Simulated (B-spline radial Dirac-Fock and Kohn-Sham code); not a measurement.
# Sm 3d5/2: cross section and angular parameters

System: atomic samarium, [Xe] 4f6 6s2; threshold 1083.4 eV (tabulated edge). Level of theory: Dirac-Hartree-Slater photoionisation with a Latter tail; cross sections with all multipoles, angular parameters from the dipole term and its interference with E2; a radial finite-basis atomic code.

Input of the calculation (task.json; shells as n, l, electrons):

```json
{"items": [{
  "Z": 62,
  "q": 0,
  "cfg": [[1, 0, 2], [2, 0, 2], [2, 1, 6], [3, 0, 2], [3, 1, 6], [3, 2, 10], [4, 0, 2], [4, 1, 6], [4, 2, 10], [4, 3, 6], [5, 0, 2], [5, 1, 6], [6, 0, 2]],
  "A": 152,
  "rrms": 5.0819,
  "do": "xps",
  "hv": [98.4, 100, 101.0, 107.0, 114.0, 117.0, 144.0, 162.0, 177.0, 182.0, 186.0, 256.0, 300, 370.0, 400, 600, 646.0, 1980.0, 2640.0, 3260.0, 4000, 4500.0, 4940.0, 6000, 6650.0, 7020.0, 8047.8, 9930.0, 13500.0, 15000],
  "edges": {"K": 46834.0, "L1": 7737.0, "L2": 7312.0, "L3": 6716.0, "M1": 1723.0, "M2": 1541.0, "M3": 1419.8, "M4": 1110.9, "M5": 1083.4, "N1": 347.2, "N2": 265.6, "N3": 247.4, "N4": 129.0, "N5": 129.0}
}]}
```

Run with: `python xray2_run.py task.json out`

For linearly polarised light dσ/dΩ = σ/(4π) [1 + β P₂(cos θ) + (δ + γ cos²θ) sin θ cos φ], with θ from the polarisation vector and φ the angle between the beam and the projection of the electron momentum on the plane normal to the polarisation.

```tsv
hν (eV)	σ (kb)	β	γ	δ
1980	260	1.131	-0.009	0.037
2640	114	1.218	0.234	0.062
3260	60.4	1.221	0.441	0.080
4000	31.9	1.196	0.652	0.100
4500	21.8	1.171	0.776	0.113
4940	16.1	1.147	0.874	0.125
6000	8.36	1.086	1.071	0.154
6650	?	?	?	?
7020	4.88	1.031	1.226	0.182
8047.8	3.02	0.980	1.358	0.209
9930	1.42	0.898	1.554	0.259
13500	0.458	0.774	1.812	0.351
15000	0.307	0.732	1.894	0.388
```

Question: Give the values at 6650 eV.

Answer: σ = 5.88 kb, β = 1.051, γ = 1.173, δ = 0.172.
